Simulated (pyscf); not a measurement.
**H₃Si–SiH(SiH₃)–GeH₃, singlet**

Gas-phase minimum from PySCF at ωB97X-D3(BJ)/def2-SVP, one conformer. 

```xyz
14

Si     1.6169    -0.4273    -1.4233
Si     0.5437     1.2881    -0.2665
Si     0.6067     0.7966     2.0110
Ge    -1.7209     1.3496    -0.9546
H      1.5664    -0.1904    -2.8963
H      0.9154    -1.7102    -1.1191
H      3.0430    -0.5486    -0.9988
H      1.2024     2.6016    -0.5408
H      2.0142     0.7001     2.4989
H     -0.0668    -0.5188     2.2269
H     -0.1118     1.8390     2.8018
H     -2.5011     2.4345    -0.1943
H     -2.3700    -0.0135    -0.6594
H     -1.8339     1.6257    -2.4628
```

Bonded distances (Å): Si1–Si2 2.331, Si1–H5 1.493, Si1–H6 1.494, Si1–H7 1.493, Si2–Si3 2.331, Si2–Ge4 2.368, Si2–H8 1.495, Si3–H9 1.493, Si3–H10 1.494, Si3–H11 1.493, Ge4–H12 1.537, Ge4–H13 1.538, Ge4–H14 1.537. Bond angles (°): Si2–Si1–H5 110.9, Si2–Si1–H6 108.3, Si2–Si1–H7 111.0, H5–Si1–H6 108.7, H5–Si1–H7 109.0, H6–Si1–H7 108.7, Si1–Si2–Si3 108.5, Si1–Si2–Ge4 108.4, Si1–Si2–H8 110.7, Si3–Si2–Ge4 108.4, Si3–Si2–H8 110.7, Ge4–Si2–H8 110.2, Si2–Si3–H9 111.0, Si2–Si3–H10 108.3 (the first ones only).

Properties at ωB97X-D3(BJ)/def2-SVP:

| Quantity | Result |
|---|---|
| Harmonic wavenumbers, unscaled | 71, 76, 78, 92, 98, 102, 327, 418, 430, 441, 454, 470, 562, 564, 582, 698, 708, 822, 882, 905, 906, 912, 951, 952, 955, 956, 2178, 2179, 2180, 2222, 2239, 2243, 2247, 2250, 2251, 2252 cm⁻¹ |
| Zero-point energy | 52.4 kcal/mol |
| Rotational symmetry number | 1 |
| Entropy of this conformer at 298 K and 1 atm, rigid rotor and harmonic oscillator, modes under 100 cm⁻¹ raised to 100 | 419.4 J/(mol K) |
| Dipole moment | 0.20 D |

Single-point totals, which compare only within one level:

```
level                   total energy (hartree)
----------------------  ----------------------
ωB97X-D3(BJ)/def2-TZVP             -2951.57269
PBE/def2-TZVP                      -2950.72107
r²SCAN/def2-TZVP                   -2951.41609
B3LYP-D3(BJ)/def2-TZVP             -2951.65509
PBE0-D3(BJ)/def2-TZVP              -2950.88742
M06-2X/def2-TZVP                   -2951.42063
ωB97M-D3(BJ)/def2-TZVP             -2951.64729
```

Soft torsions are taken as harmonic, which can shift the entropy by several J/(mol K). Elements up to Kr have no core potential and no relativistic terms here.
